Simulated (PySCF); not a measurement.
# C₆ coefficients of unlike pairs at BHandHLYP

Calculated with PySCF 2.14 from the dipole response of each species, C₆(A,B) = (3/π) ∫ α_A(iu) α_B(iu) du, in atomic units, from isotropic polarisabilities. For ions this is the dispersion term alone; charge-induced terms of lower order in 1/R come first.

```tsv
species	configuration	basis	relativity	α (bohr³)	C₆ (like pair)
Mg	[Ne] 3s2 (1S)	dyall-av3z (20s13p6d4f)	spin-free X2C	73.26	650.7
Ti⁺	[Ar] 3d2 4s1 (4F)	def2-QZVPPD (11s6p5d3f2g)	none	50.56	319.3
Zn	[Ar] 3d10 4s2 (1S)	aug-cc-pVDZ-PP with ECP10MDF (5s5p4d2f)	core potential	41.50	301.5
```

Estimate C₆ for Ti⁺ with Mg.

The integral gives 453.2. The combination rule 2 C_A C_B / (C_A α_B/α_A + C_B α_A/α_B) gives 455.7 and the geometric mean 455.8.

No spin-orbit coupling is included.

The other pairs:

| pair | C₆ |
| --- | --- |
| Zn, Ti⁺ | 307.1 |
| Zn, Mg | 434.2 |
